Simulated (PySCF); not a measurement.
Sn(36+) (tin, charge +36): Hartree-Fock from Schrödinger to Dirac-Coulomb-Breit

Occupied: 1s1/2, 2s1/2, 2p1/2, 2p3/2, 3s1/2, 3p1/2. Hartree-Fock calculated with PySCF 2.14 in an even-tempered Gaussian basis (20 s from 3 bohr⁻², ratio 2.3; 16 p from 3.7 bohr⁻², ratio 2.3), Gaussian nucleus throughout. NR is non-relativistic, sf-X2C the spin-free one-electron X2C Hamiltonian, X2C adds the bare one-electron spin-orbit term, X2C-SNSO screens it by Boettger's factors, DC is four-component Dirac-Coulomb, and the Gaunt and Breit terms are added at first order (total energies over the DC spinors, levels after relaxing the spinors in that mean field). QED terms are absent. Levels marked empty are virtual spinors of this ion; the basis has s and p functions only, so 3d, which can lie below the n = 4 levels, is absent.

```json
{"Hamiltonian": "X2C", "E (hartree)": "-5097.2215"}
{"Hamiltonian": "X2C-SNSO", "E (hartree)": "-5096.9825"}
{"Hamiltonian": "DC", "E (hartree)": "-5098.4072"}
{"Hamiltonian": "DC+Gaunt", "E (hartree)": "-5094.1002"}
{"Hamiltonian": "DC+Breit", "E (hartree)": "-5094.4913"}
```

```
   level (eV)       X2C  X2C-SNSO        DC  DC+Gaunt  DC+Breit
        1s1/2  -31452.8  -31453.2  -31477.1  -31409.0  -31413.5
        2s1/2   -6526.9   -6527.0   -6529.9   -6523.2   -6523.7
        2p1/2   -6250.6   -6243.4   -6244.4   -6232.9   -6234.2
        2p3/2   -5991.4   -5994.6   -5996.7   -5988.7   -5989.9
        3s1/2   -2533.9   -2534.0   -2534.6   -2533.0   -2533.2
        3p1/2   -2441.9   -2440.1   -2440.4   -2437.6   -2438.0
3p3/2 (empty)   -2305.9   -2306.6   -2307.0   -2305.2   -2305.6
4s1/2 (empty)   -1292.6   -1292.6   -1292.8   -1292.2   -1292.3
```

**Question.** How large are the two-electron picture-change error of X2C and the Breit correction in the total energy?

**Answer.** X2C-1e lies 1.1857 hartree above Dirac-Coulomb; Gaunt adds 4.3070 and the full Breit term 3.9159 hartree.

```json
{"interval (eV)": "2p3/2 − 2p1/2", "X2C": "259.2", "X2C-SNSO": "248.8", "DC": "247.7", "DC+Gaunt": "244.2", "DC+Breit": "244.3"}
```

Weight of the small component: 1s1/2 0.0338, 2s1/2 0.00739, 2p1/2 0.00734, 2p3/2 0.00701, 3s1/2 0.00271, 3p1/2 0.00266, 3p3/2 0.00255, 4s1/2 0.00132.

Koopmans' value for the highest occupied level at DC+Breit: 2438.0 eV, against an ionisation energy of 2443 ± 5 eV (semi-empirical (NIST evaluation); NIST Atomic Spectra Database, ionization energies); the former lacks relaxation, correlation, QED and recoil.

The whole ladder took 130 s of wall time on 1 thread of Neoverse-V2 (shared host), launched as `OMP_NUM_THREADS=1 python relrun2.py TASK.json OUT` (a driver that calls PySCF for each Hamiltonian).
